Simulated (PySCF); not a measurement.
Static response to an electric field

C₈H₇PSe.
Atom-mapped SMILES: `[CH:1]#[C:2][P@@H:3](=[Se:4])[c:5]1[cH:6][cH:7][cH:8][cH:9][cH:10]1` (hydrogens: H11 on C1; H12 on P3; H13 on C6; H14 on C7; H15 on C8; H16 on C9; H17 on C10)

Structure used (PBE0-D3(BJ)/def2-SVP), in Å, numbered top down from 1:
```
atom  x, y, z in Å
C1     1.7796    3.2722   -0.0359
C2     0.8075    2.6285   -0.3731
P3    -0.5937    1.7217   -0.9599
Se4   -0.9449    1.8214   -3.0162
C5    -0.3675    0.0608   -0.2418
C6    -0.4395   -1.0551   -1.0744
C7    -0.2868   -2.3294   -0.5295
C8    -0.0664   -2.4829    0.8378
C9     0.0050   -1.3630    1.6686
C10   -0.1444   -0.0880    1.1315
H11    2.6426    3.8415    0.2623
H12   -1.6102    2.2799   -0.1334
H13   -0.6164   -0.9076   -2.1443
H14   -0.3414   -3.2065   -1.1785
H15    0.0521   -3.4827    1.2623
H16    0.1797   -1.4849    2.7402
H17   -0.0786    0.7904    1.7800
```

Level: B3LYP/def2-SVPD (PySCF), static field, nuclei fixed, core orbitals frozen in the response. The polarisability tensor in these axes (au):

```
x   112.94  10.59  21.65
y    10.59 169.91 -13.93
z    21.65 -13.93 163.27
```

Q: Give the principal values, the mean and the anisotropy Δα = √{½[(α1 − α2)² + (α2 − α3)² + (α1 − α3)²]}.

A: Principal values 101.65, 163.03 and 181.44 au; mean 148.71 au = 22.04 Å³ = 24.52 × 10⁻⁴⁰ C²·m²/J; Δα = 72.37 au (49 % of the mean).

Q: What is the dipole moment, and where does it point?

A: (1.39, -1.36, 4.17) D, 4.60 D in size, pointing from the negative to the positive side. Measured along this direction, the outermost atoms are Se4 at the negative end and H16 at the positive end.

Q: Molar refractivity from α?

A: Lorentz–Lorenz: R = (4π/3)N_A α = 2.5225 cm³/(mol·Å³) × 22.04 Å³ = 55.6 cm³/mol, in the limit of long wavelengths.

Q: Along which axes do the principal values lie, and how far do the nuclei extend along each?

A: Largest value along (-0.10, 0.73, -0.68), where the nuclei span 6.86 Å; middle along (0.41, 0.65, 0.64), 6.74 Å; least along (0.91, -0.22, -0.37), 3.37 Å. 

Q: Give the eigenvalues of the traceless quadrupole moment Θ = ½Σq(3rr − r²1), origin at the centre of nuclear charge.

A: -7.27, -5.54, 12.81 D·Å. The values depend on the origin, since the dipole doesn't vanish. The electronic extent ⟨r²⟩ about the same centre is 2565 bohr², a root-mean-square distance of 2.63 Å for the 104 electrons.

Q: Find the Langevin capture rate constant for O2+ (31.990 u) meeting this molecule (213.945 u), k = 2.342 × 10⁻⁹ cm³/s × √(α in Å³ / reduced mass in u).

A: The reduced mass is 27.83 u, so k = 2.08 × 10⁻⁹ cm³/s. The formula leaves out the permanent dipole, which adds to the capture rate.

Q: Refractivity n − 1 of an ideal gas of it at 298.15 K and 1 atm, from the electronic α?

A: N = p/kT = 2.4615 × 10¹⁹ cm⁻³, so n − 1 = 2π × N × 22.04 × 10⁻²⁴ cm³ = 3408 × 10⁻⁶ at long wavelengths.

The structure is a single PBE0-D3(BJ)/def2-SVP conformer in the gas phase; no vibrational or solvent corrections. The calculation is non-relativistic, for selenium too.
